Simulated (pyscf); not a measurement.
HO–Si(F)(F)–O–SiH₃ (SMILES O[Si](F)(F)O[SiH3]), singlet

Gas-phase minimum from PySCF at ωB97X-D3(BJ)/def2-SVP, one conformer. 

```
O
Si 1 1.6157
F 2 1.6091 1 110.93
F 2 1.6123 3 105.25 1 -117.79
O 2 1.6295 3 110.46 4 -120.24
H 5 0.9624 2 118.42 3 46.86
Si 1 1.6729 2 139.57 3 -102.61
H 7 1.4844 1 107.62 2 167.48
H 7 1.4877 8 110.27 1 -119.38
H 7 1.4888 8 110.21 9 -121.18
```
Charge 0, spin multiplicity 1.

Properties at ωB97X-D3(BJ)/def2-SVP:

- Harmonic wavenumbers, unscaled = 30, 57, 65, 161, 256, 281, 339, 381, 392, 630, 741, 752, 776, 890, 965, 969, 976, 1003, 1016, 1156, 2275, 2281, 2299, 3947 cm⁻¹
- Zero-point energy = 32.4 kcal/mol
- Rotational symmetry number = 1
- Entropy of this conformer at 298 K and 1 atm, rigid rotor and harmonic oscillator, modes under 100 cm⁻¹ raised to 100 = 376.0 J/(mol K)
- Dipole moment = 0.63 D

Single-point totals, which compare only within one level:

```
level                   total energy (hartree)
----------------------  ----------------------
ωB97X-D3(BJ)/def2-TZVP              -932.07523
PBE/def2-TZVP                       -931.33524
r²SCAN/def2-TZVP                    -931.79262
B3LYP-D3(BJ)/def2-TZVP              -932.05265
PBE0-D3(BJ)/def2-TZVP               -931.40160
M06-2X/def2-TZVP                    -931.84156
ωB97M-D3(BJ)/def2-TZVP              -932.14835
```

The lowest mode is so soft that the shape along it may change with the basis. Soft torsions are taken as harmonic, which can shift the entropy by several J/(mol K).
